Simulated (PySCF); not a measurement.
Values are calculated unless marked as measured or tabulated.
For a regular octahedral d3 complex 10Dq is 14431 cm⁻¹, Racah B 1064 cm⁻¹ and C 3989 cm⁻¹.

Which are the lowest 8 multiplets of ligand-field theory, and at what energies?


| state | E / cm⁻¹ | E/B | CASSCF root / cm⁻¹ |
| --- | --- | --- | --- |
| 4A2g | 0 | 0.0 | 0 |
| 4T2g | 14431 | 13.6 | 14420 |
| 2Eg | 19274 | 18.1 | 19342 |
| 2T1g | 20318 | 19.1 | 20346 |
| 4T1g | 22796 | 21.4 | 22802 |
| 2T2g | 27470 | 25.8 | 27555 |
| 2A1g | 30653 | 28.8 | 30577 |
| 2T2g | 33712 | 31.7 | 33598 |

Δ/B = 13.6 on the Tanabe–Sugano diagram. The parameters were fitted to the CASSCF roots of [CrF6]3-, shown in the last column; over these levels the model misses the roots by 63 cm⁻¹ rms. CASSCF lacks dynamic correlation, so its B and C lie well above those fitted to measured bands.
